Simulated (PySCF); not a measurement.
## Radial density of Cu (copper, neutral)

UHF, [Ar] 3d9 4s1 5s1, high-spin 4D determinant (an excited configuration). All numbers are calculated (PySCF 2.14, a scalar-relativistic core potential, in aug-cc-pVDZ-PP with ECP10MDF (5s5p4d2f, 54 functions)). This is the valence pseudo-density: the core potential removes the inner electrons and smooths the orbitals near the nucleus.

```csv
r (bohr),4πr²ρ (e/bohr),4πr²(ρα − ρβ)
0.00676,1.521e-05,0.0000
0.0114,4.265e-05,0.0000
0.0191,0.0001237,0.0000
0.0322,0.0004965,0.0000
0.0541,0.004641,0.0004
0.0911,0.06288,0.0065
0.153,0.6316,0.0654
0.258,4.069,0.3547
0.433,16.52,0.9992
0.729,20.62,1.0377
1.23,6.454,0.5685
2.06,1.188,0.5349
3.47,0.2511,0.2184
5.84,0.1503,0.1503
9.82,0.1055,0.1055
16.5,0.0007146,0.0007
```

Energies and moments cover only the electrons outside the core potential. The outer electron is Rydberg-like, and this basis confines it to a smaller radius and binds it less than a complete one would.
